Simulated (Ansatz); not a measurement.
H5NSi (SMILES N[SiH3]) moved off its minimum; all values from Ansatz (an electronic-structure program), cores frozen in correlated methods.
(charge 0, multiplicity 1)
```xyz
7

Si    -0.62168     0.06372     0.05151
N      1.08171    -0.23967    -0.09042
H     -1.42773    -0.76920    -0.71503
H     -0.91331     1.38693    -0.28422
H     -0.88715    -0.01526     1.49075
H      1.38203    -1.06780     0.06474
H      1.71316     0.38793     0.27624
```

Forces at MP2/cc-pV(T+d)Z (eV/Å):

| atom | Fx | Fy | Fz |
|---|---|---|---|
| Si1 | 2.072 | 0.083 | 1.991 |
| N2 | -3.916 | 5.123 | -2.539 |
| H3 | -0.904 | -1.382 | -0.984 |
| H4 | -0.233 | 1.712 | -0.636 |
| H5 | -0.701 | -0.242 | 0.273 |
| H6 | 2.405 | -7.059 | 1.119 |
| H7 | 1.277 | 1.764 | 0.776 |

### Question
Give the forces (eV/Å), the total energy and the dipole at CCSD(T)/cc-pV(T+d)Z.

### Answer

| atom | Fx | Fy | Fz |
|---|---|---|---|
| Si1 | 2.088 | 0.060 | 1.959 |
| N2 | -3.896 | 5.102 | -2.578 |
| H3 | -0.947 | -1.415 | -1.025 |
| H4 | -0.253 | 1.775 | -0.648 |
| H5 | -0.714 | -0.239 | 0.361 |
| H6 | 2.411 | -7.086 | 1.129 |
| H7 | 1.311 | 1.804 | 0.802 |
Energy -346.7213 hartree, dipole 0.86 D.
